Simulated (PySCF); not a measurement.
Input for PySCF: R-BP86/6-31G* on GaH4N (SMILES [NH2][GaH2]), a point of a torsion scan.

```python
from pyscf import gto, scf, dft, mp
from pyscf.data.elements import chemcore

mol = gto.M(
    atom='''
    N    -0.93970136   -0.06642954    0.07472131
    Ga    0.76286706    0.40604662   -0.36380418
    H    -1.61121326    0.59095363    0.45766763
    H    -1.46436584   -0.72788335   -0.49143555
    H     1.67222494    0.96807472    0.76009793
    H     1.37798713    0.10963987   -1.76478085
    ''',
    basis='6-31g*',
    cart=True,
    charge=0, spin=0, verbose=3, max_memory=1800)
mf = dft.RKS(mol, xc='b88,p86')
mf.conv_tol = 1e-8
mf.max_cycle = 100
mf.kernel()
if not mf.converged:
    mf = mf.newton().run(mf.mo_coeff, mf.mo_occ)
```

Question: Give the final energy of this run.

Answer: -1981.9892 hartree.
